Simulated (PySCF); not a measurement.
**Dipole moment and polarisability of `C#CS(F)(F)(F)(F)F`**

Compound: C2HF5S.
Atom-mapped SMILES: `[CH:1]#[C:2][S:3]([F:4])([F:5])([F:6])([F:7])[F:8]` (hydrogens: H9 on C1)

Cartesian coordinates in Å at the PBE0-D3(BJ)/def2-SVP level; atoms count from 1:
```xyz
9
C2HF5S angstrom
C      2.165   -0.083   -0.003
C      0.961   -0.034   -0.004
S     -0.771    0.031   -0.004
F     -0.860   -1.539   -0.282
F     -0.746    1.604    0.275
F     -2.366    0.088   -0.002
F     -0.810   -0.247    1.569
F     -0.796    0.312   -1.576
H      3.240   -0.125    0.002
```

Level: CAM-B3LYP/def2-SVPD (PySCF), static field, nuclei fixed, core orbitals frozen in the response. The polarisability tensor in these axes (au):

```
x   63.80 -0.88  0.03
y   -0.88 41.80 -0.01
z    0.03 -0.01 41.77
```

Task: Give the principal values, the mean and the anisotropy Δα = √{½[(α1 − α2)² + (α2 − α3)² + (α1 − α3)²]}.

Result: Principal values 41.76, 41.77 and 63.83 au; mean 49.12 au = 7.28 Å³ = 8.10 × 10⁻⁴⁰ C²·m²/J; Δα = 22.07 au (45 % of the mean).

Task: What is the dipole moment, and where does it point?

Result: (2.87, -0.11, 0.00) D, 2.87 D in size, pointing from the negative to the positive side. Measured along this direction, the outermost atoms are F6 at the negative end and H9 at the positive end.

Task: Give the eigenvalues of the traceless quadrupole moment Θ = ½Σq(3rr − r²1), origin at the centre of nuclear charge.

Result: -6.12, -6.12, 12.24 D·Å. The values depend on the origin, since the dipole doesn't vanish. The electronic extent ⟨r²⟩ about the same centre is 810 bohr², a root-mean-square distance of 1.75 Å for the 74 electrons.

Task: Refractivity n − 1 of an ideal gas of it at 350 K and 1 atm, from the electronic α?

Result: N = p/kT = 2.0968 × 10¹⁹ cm⁻³, so n − 1 = 2π × N × 7.28 × 10⁻²⁴ cm³ = 959 × 10⁻⁶ at long wavelengths.

Task: What molar refraction does this α imply?

Result: Lorentz–Lorenz: R = (4π/3)N_A α = 2.5225 cm³/(mol·Å³) × 7.28 Å³ = 18.4 cm³/mol, in the limit of long wavelengths.

Task: In a dilute gas of rigid molecules at 273 K, how does the orientational term μ²/3kT compare with the electronic polarisability?

Result: In Gaussian units μ²/3kT = 72.87 Å³ against 7.28 Å³, a ratio of 10.01; the Debye molar polarisation (4π/3)N_A(α + μ²/3kT) is 202.2 cm³/mol, leaving out the vibrational part.

Geometry: PBE0-D3(BJ)/def2-SVP; no solvent, vibrations or thermal averaging.
